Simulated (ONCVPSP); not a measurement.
## What one change does to a pseudopotential (germanium (Ge), ONCV)

- Element: germanium
- Generator: ONCVPSP 4.0.1
- Type: optimised norm-conserving Vanderbilt (ONCV)
- Functional: PBEsol
- Relativity: scalar-relativistic
- Frozen core: [Ar]
- Valence charge: 14
- Reference configuration: 3d10 4s2 (charge +2)
- Partial waves: 4s: rc 1.65 bohr, ncon 5, nbas 10, qcut 3.6 1/bohr, 1 projector; p scattering state at 0.15 Ha: rc 1.70 bohr, ncon 4, nbas 9, qcut 5.4 1/bohr, 1 projector; 3d: rc 0.65 bohr, ncon 4, nbas 7, qcut 14.3 1/bohr, local
- Local potential: the d channel
- Core correction: polynomial model core, fcfact 0.5

In the p channel the program set the typed energies aside and used 0.050 Ha.

Change: all radii but the core radius scaled by about 1.20 (s 1.98, p 2.04, d 0.78 bohr).

Cutoffs: the cutoffs (Ha) at which the residual kinetic energy of the hardest occupied pseudo-wave falls to 1 and 0.1 mHa per electron; they do not see the model core or the augmentation charge, which bear on the density cutoff. Errors are all-electron minus pseudo energies relative to the spin-unpolarised reference configuration.

**Question.** Predict the effect on cutoff, ghosts and configuration errors.

**Answer.** The potential gets softer (415 Ha and 556 Ha → 264 Ha and 311 Ha); both files keep a bound ghost (p, s); the lowest positive-energy flag moves from none to s at 7.2 eV; of the 4 tests that both files solve, the error grows in 1 and shrinks in 1 by more than 15 % and 0.3 meV (median size 82.2 → 103.8 meV). A larger radius leaves more room for a smooth pseudo-wave, so fewer plane waves are needed.

| quantity | base | changed |
| --- | --- | --- |
| cutoff, loose | 415 Ha | 264 Ha |
| cutoff, tight | 556 Ha | 311 Ha |
| loose cutoff by channel | s 17 Ha, d 415 Ha | s 14 Ha, d 264 Ha |
| bound ghosts | s, p | s, p |
| GHOST(+) flags under 300 eV | none | s at 7.2 eV |
| error for 3d10 4s2 4p2, meV [ΔE -22.90 eV] | +164 | +176 |
| error for 3d10 4s2 4p1, meV [ΔE -15.45 eV] | +96 | +101 |
| error for 3d10 4s1, meV [ΔE 34.79 eV] | -20 | -11 |
| error for 3d10 4s0, meV [ΔE 80.92 eV] | -69 | -107 |
| rms error of d²Exc/dni dnj with the model core, mHa | 3.25 | 3.01 |

 A true bound ghost makes a file unfit for plane-wave use even where its test errors are small: the radial tests pick states by their node count and pass the ghost by.
